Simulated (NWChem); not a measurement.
Molecule: CH$_{5}$BOS; SMILES B(C)(S)O

```xyz
9

B     -0.0932    -0.4145    -0.0040
C      1.1538    -1.3853    -0.0009
H      1.0901    -2.1107    -0.8240
H      1.1842    -1.9673     0.9313
H      2.1131    -0.8668    -0.0921
O     -1.3862    -0.8565     0.0001
H     -1.4376    -1.8245    -0.0005
S      0.1718     1.3958    -0.0024
H     -1.1288     1.7608     0.0090
```
Atoms are numbered in this order, from 1.

Level: B3LYP/6-31G* (spherical d) (NWChem), optimised geometry, unscaled harmonic frequencies. 

Q: List the harmonic frequencies with IR intensities, and the thermochemistry.

A: 
```json
[
 {"frequency (cm⁻¹)": "45", "IR intensity (km/mol)": "0.3"},
 {"frequency (cm⁻¹)": "266", "IR intensity (km/mol)": "1.5"},
 {"frequency (cm⁻¹)": "352", "IR intensity (km/mol)": "8.2"},
 {"frequency (cm⁻¹)": "385", "IR intensity (km/mol)": "23.6"},
 {"frequency (cm⁻¹)": "457", "IR intensity (km/mol)": "12.7"},
 {"frequency (cm⁻¹)": "554", "IR intensity (km/mol)": "95.6"},
 {"frequency (cm⁻¹)": "589", "IR intensity (km/mol)": "19.4"},
 {"frequency (cm⁻¹)": "811", "IR intensity (km/mol)": "10.2"},
 {"frequency (cm⁻¹)": "890", "IR intensity (km/mol)": "1.7"},
 {"frequency (cm⁻¹)": "903", "IR intensity (km/mol)": "26.1"},
 {"frequency (cm⁻¹)": "945", "IR intensity (km/mol)": "175.8"},
 {"frequency (cm⁻¹)": "1205", "IR intensity (km/mol)": "185.4"},
 {"frequency (cm⁻¹)": "1344", "IR intensity (km/mol)": "154.4"},
 {"frequency (cm⁻¹)": "1401", "IR intensity (km/mol)": "122.5"},
 {"frequency (cm⁻¹)": "1502", "IR intensity (km/mol)": "3.2"},
 {"frequency (cm⁻¹)": "1508", "IR intensity (km/mol)": "5.1"},
 {"frequency (cm⁻¹)": "2681", "IR intensity (km/mol)": "10.3"},
 {"frequency (cm⁻¹)": "3031", "IR intensity (km/mol)": "6.1"},
 {"frequency (cm⁻¹)": "3083", "IR intensity (km/mol)": "15.3"},
 {"frequency (cm⁻¹)": "3129", "IR intensity (km/mol)": "12.4"},
 {"frequency (cm⁻¹)": "3752", "IR intensity (km/mol)": "36.9"}
]
```

```yaml
zero_point_energy: 41.2 kcal/mol
thermal correction to the enthalpy at 298.15 K (with zero-point energy): 45.4 kcal/mol
heat capacity Cv: 18.9 cal/(mol K)
entropy at 298.15 K and 1 atm (symmetry number 1): 75.7 cal/(mol K)
dipole_moment: 2.51 D
```

Rigid rotor and harmonic oscillator; modes under 100 cm⁻¹ make the entropy uncertain.
